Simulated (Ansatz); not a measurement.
Two members of one family (Same ligands, another metal), computed with Ansatz in the gas phase; def2 core potentials for Ta, no spin–orbit coupling. The two geometries come from different levels. Names give formal oxidation states. A dash marks a value that wasn't run or was left out as unsound. The structures are stationary points that may keep the symmetry of their start. Remarks come from the PBE and PBE0 runs and from stability tests at other levels; not every state was tested.

First: Ta(NH)F3 (singlet, charge 0, r2SCAN-D4/def2-SVP geometry).

Cartesian coordinates in Å:
```
Ta -0.183 0.392 0.194
N 0.497 -1.066 -0.527
H 0.888 -1.904 -0.942
F 1.153 1.722 0.143
F -0.670 -0.028 1.966
F -1.685 0.884 -0.835
```

| level | HOMO (eV) | LUMO (eV) | gap (eV) | vertical IE (eV) | vertical triplet (eV) |
| --- | --- | --- | --- | --- | --- |
| PBE-D4/def2-SVP | -7.03 | -1.95 | 5.08 | – | – |
| PBE-D4/def2-TZVP | -7.13 | -2.06 | 5.07 | 10.68 | 5.16 |
| r2SCAN-D4/def2-TZVP | -7.45 | -1.92 | 5.53 | 10.64 | 4.96 |
| PBE0-D4/def2-SVP | -8.55 | -1.16 | 7.39 | – | – |
| PBE0-D4/def2-TZVP | -8.58 | -1.20 | 7.39 | 10.78 | 4.82 |

Metal–donor distances: 1 × N 1.76 Å, 3 × F 1.89 Å.

Second: V(NH)F3 (singlet, charge 0, PBE-D4/def2-SVP geometry).

Cartesian coordinates in Å:
```
V 0.139 0.181 -0.373
N -0.373 -0.485 1.002
H -0.700 -0.912 1.879
F -0.732 -0.537 -1.682
F 1.833 -0.126 -0.528
F -0.167 1.880 -0.299
```

Q: What does the change do? Estimate second minus first.

A: 
```json
{"level": "PBE-D4/def2-SVP", "Δ HOMO (eV)": "-0.60", "Δ LUMO (eV)": "-2.04", "Δ gap (eV)": "-1.44", "Δ vertical IE (eV)": "–", "Δ vertical triplet (eV)": "–"}
{"level": "PBE-D4/def2-TZVP", "Δ HOMO (eV)": "-0.79", "Δ LUMO (eV)": "-2.20", "Δ gap (eV)": "-1.41", "Δ vertical IE (eV)": "0.81", "Δ vertical triplet (eV)": "-1.71"}
{"level": "r2SCAN-D4/def2-TZVP", "Δ HOMO (eV)": "-0.85", "Δ LUMO (eV)": "-2.42", "Δ gap (eV)": "-1.57", "Δ vertical IE (eV)": "0.90", "Δ vertical triplet (eV)": "-1.92"}
{"level": "PBE0-D4/def2-SVP", "Δ HOMO (eV)": "-0.89", "Δ LUMO (eV)": "-2.18", "Δ gap (eV)": "-1.29", "Δ vertical IE (eV)": "–", "Δ vertical triplet (eV)": "–"}
{"level": "PBE0-D4/def2-TZVP", "Δ HOMO (eV)": "-0.97", "Δ LUMO (eV)": "-2.22", "Δ gap (eV)": "-1.24", "Δ vertical IE (eV)": "1.00", "Δ vertical triplet (eV)": "-2.22"}
```

Metal–donor distances: 1 × N 1.61 Å, 3 × F 1.73 Å. Remarks: restricted SCF unstable in HF.
